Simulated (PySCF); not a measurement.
C7H12S.
SMILES with atom numbers: `[CH3:1][CH2:2][C@H:3]1[CH2:4][CH2:5][CH:6]=[CH:7][S:8]1` (hydrogens: H9, H10, H11 on C1; H12, H13 on C2; H14 on C3; H15, H16 on C4; H17, H18 on C5; H19 on C6; H20 on C7)

Level: CAM-B3LYP/def2-SVPD in PySCF, non-relativistic, on one gas-phase PBE0-D3(BJ)/def2-SVP geometry that isn't relaxed in the solvent. The solvent is an IEF-PCM continuum (cavity from Bondi-type radii × 1.2). Specific hydrogen bonds and non-electrostatic terms are outside this model.

Gas phase at CAM-B3LYP/def2-SVPD: HOMO -7.14 eV, LUMO 1.16 eV, dipole 1.72 D.

What does the continuum do to the energy, the frontier levels and the dipole at CAM-B3LYP/def2-SVPD in chloroform?

```tsv
solvent	ε	E(solvent) − E(gas) (kJ/mol)	polarisation term (kJ/mol)	distortion of the solute (kJ/mol)	HOMO (eV)	LUMO (eV)	dipole (D)
chloroform	4.711	-9.98	-11.25	1.27	-7.19	1.24	2.34
```

Polarisation term: ½ Σ q·V over the induced surface charges. Distortion: the rise of the solute's own energy as its density leaves the gas-phase optimum.

Which radius a makes the point-dipole formula ΔE = −[(ε − 1)/(2ε + 1)]·μ²/a³ give the value in chloroform, with the gas-phase dipole?

μ = 0.678 au and |ΔE| = 0.00380 Eh give a = 1.85 Å; the farthest nucleus lies 3.88 Å from the centroid of the nuclei, so such a sphere wouldn't even hold the nuclei. The formula assumes a rigid point dipole at the centre of a sphere.

How does the static polarisability (CAM-B3LYP/def2-SVPD, frozen core, with the continuum's full static response) change?

```tsv
medium	isotropic (au)	principal values (au)	⟨r²⟩ of the electrons (bohr²)
gas	102.0	79.1, 103.5, 123.3	1275.6
chloroform	129.6	102.7, 132.7, 153.5	1274.9
```

The isotropic value in chloroform is 1.27 times the gas-phase one; no cavity-field correction is applied. ⟨r²⟩ is taken about the centre of nuclear charge.

Rough CPU time on one thread of a shared machine: about 90 s. This is the whole response run at CAM-B3LYP/def2-SVPD in chloroform, SCF included.
